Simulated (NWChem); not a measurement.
# C₂H₆F₂Si; SMILES FC[SiH2]CF

```xyz
11

F      1.8395     0.4008    -0.8922
C      1.3849    -0.6456    -0.1092
Si     0.0000     0.0000     1.0170
C     -1.3849     0.6456    -0.1092
F     -1.8395    -0.4008    -0.8922
H      0.9978    -1.4437    -0.7675
H      2.2308    -1.0662     0.4623
H     -0.5058    -1.1169     1.8709
H      0.5058     1.1169     1.8709
H     -2.2308     1.0662     0.4623
H     -0.9978     1.4437    -0.7675
```
Atoms are numbered in this order, from 1.

Computed with NWChem. Medium grid unless said otherwise, to which SCAN and Minnesota functionals are sensitive. The geometry was optimised at PBE0/def2-SVP. Hybrids' shares of exact exchange are those that their runs print; pure functionals count as 0. The functionals differ in more than this share.

```csv
row,share of exact exchange,highest occupied level (eV)
PBE/def2-TZVP,0.00,-7.00
r2SCAN/def2-TZVP,0.00,-7.32
TPSSh/def2-TZVP,0.10,-7.71
B3LYP/def2-TZVP,0.20,-8.29
PBE0/def2-TZVP,0.25,withheld
```

Q: Fit a straight line of the last column on the one before it, predict the withheld value, and compare with the run.

A: 
1. Means of the 4 shown rows: x = 0.075, y = -7.580. Slope Σ(x − x̄)(y − ȳ)/Σ(x − x̄)² = -0.1550/0.02750 = -5.636; intercept -7.157.
2. The shown rows scatter about the line by 0.113 (root mean square); the largest residual is -0.16, at r2SCAN/def2-TZVP.
3. At x = 0.25 (PBE0/def2-TZVP; beyond the shown range) the line gives -8.57.
4. The run gives -8.50, +0.07 from the line, 0.6 times the scatter.
